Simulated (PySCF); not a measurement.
Sn(OH)3 (H3O3Sn), SMILES [OH][Sn]([OH])[OH], multiplicity 2. Coordinates come from a PBE-D3(BJ)/def2-SVP optimisation. The spin state was assumed, not searched. The isomer is the one that the SMILES or the coordinates give; other isomers of the formula were not compared. The def2 effective core potentials stand for the cores of Sn; spin–orbit coupling is left out. Other conformers were not sampled.

Problem. Give the equilibrium geometry at PBE-D3(BJ)/def2-SVP (PySCF confirms it by a frequency run) as bond lengths and angles, and its point group. (An estimate is asked for; the answer gives what the named calculation found.)

Solution. One answer among several that fit: point group C3.
Atoms: Sn1 O2 H3 O4 H5 O6 H7. Bonded distances (Å): Sn1–O2 2.037, Sn1–O4 2.037, Sn1–O6 2.037, O2–H3 0.980, O4–H5 0.980, O6–H7 0.980. Angles (°): O2–Sn1–O4 104.7, O2–Sn1–O6 104.7, O4–Sn1–O6 104.7, Sn1–O2–H3 108.3, Sn1–O4–H5 108.3, Sn1–O6–H7 108.3.
Charge 0, spin multiplicity 2.
